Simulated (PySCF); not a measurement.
PySCF 2.14 output of an unrestricted r2SCAN calculation on a single atom or ion in x2c-QZVPPall with one added diffuse shell each of s, p, d, f, g type (12s8p6d4f3g, 121 functions), with the spin-free X2C one-electron Hamiltonian (Gaussian nucleus):

```
SCF conv_tol = 1e-09
number electrons alpha = 14  beta = 9
    J. W. Furness, A. D. Kaplan, J. Ning, J. P. Perdew, and J. Sun.,  J. Phys. Chem. Lett. 11, 8208-8215 (2020)
    J. W. Furness, A. D. Kaplan, J. Ning, J. P. Perdew, and J. Sun.,  J. Phys. Chem. Lett. 11, 9248-9248 (2020)
    J. W. Furness, A. D. Kaplan, J. Ning, J. P. Perdew, and J. Sun.,  J. Phys. Chem. Lett. 11, 8208-8215 (2020)
    J. W. Furness, A. D. Kaplan, J. Ning, J. P. Perdew, and J. Sun.,  J. Phys. Chem. Lett. 11, 9248-9248 (2020)
cycle= 1 E= -1050.45831812335  delta_E= -0.0131  |g|= 0.0404  |ddm|= 0.29
cycle= 2 E= -1050.45833130276  delta_E= -1.32e-05  |g|= 0.0443  |ddm|= 0.121
cycle= 3 E= -1050.45881455846  delta_E= -0.000483  |g|= 0.00281  |ddm|= 0.0307
cycle= 4 E= -1050.45881633169  delta_E= -1.77e-06  |g|= 0.000525  |ddm|= 0.00697
cycle= 5 E= -1050.45881645732  delta_E= -1.26e-07  |g|= 3.32e-05  |ddm|= 0.00238
cycle= 6 E= -1050.45881645802  delta_E= -7.01e-10  |g|= 2.25e-06  |ddm|= 0.000175
converged SCF energy = -1050.45881645802  <S^2> = 8.7505102  2S+1 = 6.0001701
```

The run itself started from symmetry-adapted Hartree-Fock orbitals and held the occupation by maximum overlap, on a logarithmic radial grid, so the iterations belong to that start.

Problem. Which element, charge and spin multiplicity is this?

Solution. Cr⁺ (chromium, charge +1), multiplicity 6; the state was [Ar] 3d4 4s1, high-spin 6D determinant (an excited configuration).
